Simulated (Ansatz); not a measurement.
Consider the ligand exchange at a B–Cl bond: `CNBCl` + HBr → `CNBBr` + HCl.

Gas-phase electronic energies from Ansatz, PBE0-D4/def2-TZVP geometries. CCSD(T)/CBS is the MP2 limit (def2-TZVPP, def2-QZVPP) plus CCSD(T) − MP2 in def2-TZVPP, frozen cores. This one scheme is used for every species. DFT in def2-TZVPP. For Br outer-core shells are correlated without core-valence functions, which leaves a few kJ/mol of doubt a bond. Scalar relativity is left out up to krypton. One conformer a species, not always the lowest.

`CNBCl`:

Cartesian coordinates in Å:
```
C -0.212 0.247 -1.151
N 0.058 -0.477 0.069
B 0.209 0.078 1.325
Cl 0.538 -0.972 2.712
H 0.584 0.102 -1.886
H -1.157 -0.069 -1.603
H -0.281 1.312 -0.928
H 0.138 -1.477 -0.037
H 0.123 1.254 1.500
```

HBr:

Z-matrix (Å, degrees):
```
Br
H 1 1.420
```

`CNBBr`:

Z-matrix (Å, degrees):
```
C
N 1 1.446
H 1 1.094 2 111.3
H 1 1.094 2 111.3 3 -121.0
H 1 1.090 2 109.2 3 119.5
B 2 1.378 1 125.8 3 -119.6
H 2 1.009 1 114.9 3 60.4
Br 6 1.934 2 119.5 1 -180.0
H 6 1.191 2 122.0 1 -0.0
```

HCl:

Z-matrix (Å, degrees):
```
Cl
H 1 1.279
```

```tsv
level	ΔE (kJ/mol)
LDA (SPW92)	9.4
ωB97M-V	8.2
revPBE	8.3
r2SCAN	8.4
r2SCANh	8.1
r2SCAN0	7.7
CCSD(T)/def2-SVP	14.4
HF/CBS(def2)	9.3
```

Question: What does CCSD(T)/CBS give? (Best estimate.)

Answer: Computed: +4.0 kJ/mol. The listed levels differ from it by 5.4, 4.2, 4.3, 4.4, 4.1, 3.7, 10.4, 5.3 kJ/mol.

Largest T1 diagnostic among the species: 0.011.

In def2-TZVPP, CCSD(T) changes the Hartree–Fock value by −3.9 kJ/mol (the triples alone add −0.3 kJ/mol) and MP2 by −5.4 kJ/mol. At CCSD(T), def2-SVP lies +10.4 kJ/mol from the extrapolated value and def2-TZVPP +0.9 kJ/mol.
